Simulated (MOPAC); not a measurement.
A run for MOPAC: PM3 on LiBe+, 2S+1 = 1, a point of a bond scan (R = 2.611 Å). Charge +1.

```
PM3 1SCF PRECISE CHARGE=1 THREADS=1
BeLi

Li     0.00000000 1     0.00000000 1     0.00000000 1
Be     0.00000000 1     0.00000000 1     2.61143300 1
```

It printed:

```
*******************************************************************************
 **                                                                           **
 **                              MOPAC v23.2.5                                **
 **                                                                           **
 *******************************************************************************
 ** MOPAC's Digital Object Identifier: https://doi.org/10.5281/zenodo.6511958 **
 **                                                                           **
 ** Please cite the open-source release paper for use of this MOPAC version:  **
 ** J. E. Moussa and J. J. P. Stewart (2026)                                  **
 ** MOPAC: An open-source semiempirical molecular orbital program             **
 ** J. Open Source Softw., 11(119), 8025, https://doi.org/10.21105/joss.08025 **
 *******************************************************************************

                              PM3 CALCULATION RESULTS

 *******************************************************************************
 *  PM3        - The PM3 Hamiltonian to be used
 *
 *
 *
 *                 CHARGE ON SYSTEM = +1
 *
 *
 *
 *  PRECISE    - TIGHTER CRITERIA TO BE USED
 *  1SCF       - DO 1 SCF AND THEN STOP
 *  THREADS=1  - MULTI-THREADING NOT USED
 *  T=         - A TIME OF 172800.0 SECONDS REQUESTED
 *  DUMP=N     - RESTART FILE WRITTEN EVERY 7200.0 SECONDS REQUESTED
 *******************************************************************************
PM3 1SCF PRECISE CHARGE=1 THREADS=1
 BeLi

   ATOM   CHEMICAL          X               Y               Z
  NUMBER   SYMBOL      (ANGSTROMS)     (ANGSTROMS)     (ANGSTROMS)

     1      Li          0.00000000  *   0.00000000  *   0.00000000  *
     2      Be          0.00000000  *   0.00000000  *   2.61143300  *



          CARTESIAN COORDINATES

    NO.       ATOM           X           Y           Z

     1        Li          0.0000      0.0000      0.0000
     2        Be          0.0000      0.0000      2.6114

 Li: (PM3): E. ANDERS, R. KOCH, P. FREUNSCHT, J. COMP. CHEM 14 1301-1312  1993
 Be: (PM3): J. J. P. STEWART, J. COMP. CHEM. 10, 209 (1989).

           Empirical Formula: Li Be  =     2 atoms



      MOLECULAR POINT GROUP   :   C*v


      RHF CALCULATION, NO. OF DOUBLY OCCUPIED LEVELS = 1


 -------------------------------------------------------------------------------
 PM3 1SCF PRECISE CHARGE=1 THREADS=1
 BeLi



     1SCF WAS SPECIFIED, SO BFGS WAS NOT USED
     SCF FIELD WAS ACHIEVED


                              PM3 CALCULATION
                                                       MOPAC v23.2.5 Linux




          FINAL HEAT OF FORMATION =        208.05246 KCAL/MOL =     870.49149 KJ/MOL


          COSMO AREA              =         92.89 SQUARE ANGSTROMS
          COSMO VOLUME            =         76.95 CUBIC ANGSTROMS

          IONIZATION POTENTIAL    =         13.633755 EV
          HOMO LUMO ENERGIES (EV) =        -13.634 -4.959
          NO. OF FILLED LEVELS    =          1
          MOLECULAR WEIGHT        =         15.9522         POINT GROUP:  C*v

          MOLECULAR DIMENSIONS (Angstroms)

            Atom       Atom       Distance
           Be     2   Li     1     2.61143
           Be     2   Li     1     0.00000
           Li     1   Be     2     0.00000


          SCF CALCULATIONS        =          1





   ATOM   CHEMICAL          X               Y               Z
  NUMBER   SYMBOL      (ANGSTROMS)     (ANGSTROMS)     (ANGSTROMS)

     1      Li          0.00000000  *   0.00000000  *   0.00000000  *
     2      Be          0.00000000  *   0.00000000  *   2.61143300  *

                             CARTESIAN COORDINATES

   1   Li        0.000000000     0.000000000     0.000000000
   2   Be        0.000000000     0.000000000     2.611433000


           Empirical Formula: Li Be  =     2 atoms



      MOLECULAR POINT GROUP   :   C*v


                  EIGENVALUES
 -13.63376  -4.95879  -3.58292  -3.54948  -3.54948  -2.88282  -2.88282  -2.58966


              NET ATOMIC CHARGES AND DIPOLE CONTRIBUTIONS

  ATOM NO.   TYPE          CHARGE      No. of ELECS.   s-Pop       p-Pop
    1         Li           0.721403        0.2786     0.15513     0.12346
    2         Be           0.278597        1.7214     1.70327     0.01813
 DIPOLE           X         Y         Z       TOTAL
 POINT-CHG.     0.000     0.000    -3.592     3.592
 HYBRID         0.000     0.000    -0.531     0.531
 SUM            0.000     0.000    -4.123     4.123


          ATOMIC ORBITAL ELECTRON POPULATIONS

     Atom    s        px        py        pz
    1 Li   0.15513   0.00000   0.00000   0.12346
    2 Be   1.70327   0.00000   0.00000   0.01813

 **********************
 *                    *
 * JOB ENDED NORMALLY *
 *                    *
 **********************




 == MOPAC DONE ==
```

The run finished.

Cost: very roughly 0.020 core-seconds.
